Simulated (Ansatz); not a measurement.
Compare A (`O[SiH]1C=C1`) with its isomer B (`O=C1C[SiH2]1`).

Isolated molecules relaxed with PBE0-D4/def2-TZVP in Ansatz; ΔE leaves out vibrations. CCSD(T)/CBS is the MP2 limit (def2-TZVPP, def2-QZVPP) plus CCSD(T) − MP2 in def2-TZVPP, frozen cores. DFT in def2-TZVPP. B3LYP here is the variant with VWN-RPA as its local correlation; programs differ in this. Each species was taken in one conformer, which may not be the lowest.

Problem. Which isomer does CCSD(T)/CBS put lower? Give the gap. (Best estimate.)

Solution. Computed: A, by 171.4 kJ/mol.

Problem. Give E(B) − E(A) in kJ/mol with CCSD(T)/def2-TZVPP, BLYP-D4, PBE0-D4, MP2/def2-TZVPP, B3LYP, CCSD(T)/def2-SVP, B2PLYP. (Best estimate.)

Solution. Computed: CCSD(T)/def2-TZVPP 163.3, BLYP-D4 132.1, PBE0-D4 147.4, MP2/def2-TZVPP 175.2, B3LYP 148.4, CCSD(T)/def2-SVP 123.2, B2PLYP 158.6. None reverses the order clearly.

Problem. Does the order hold for the free energy at 298.15 K (harmonic terms from PBE0-D4)? (Estimate.)

Solution. The calculation gave: Yes: G(B) − G(A) = +157.5 kJ/mol, for one conformer each.

Largest T1 diagnostic: 0.017.

From r2SCAN to r2SCAN0 (25 % exact exchange), in def2-TZVPP and without D4, E(B) − E(A) moves by +14.0 kJ/mol. Leaving LDA and LC-ωPBE aside and taking each functional with its dispersion term where it has one, the values, not all of them listed here, spread over 46.1 kJ/mol, from revPBE-D4 to BHLYP-D4. LDA lies +6.2 kJ/mol from PBE without D4.
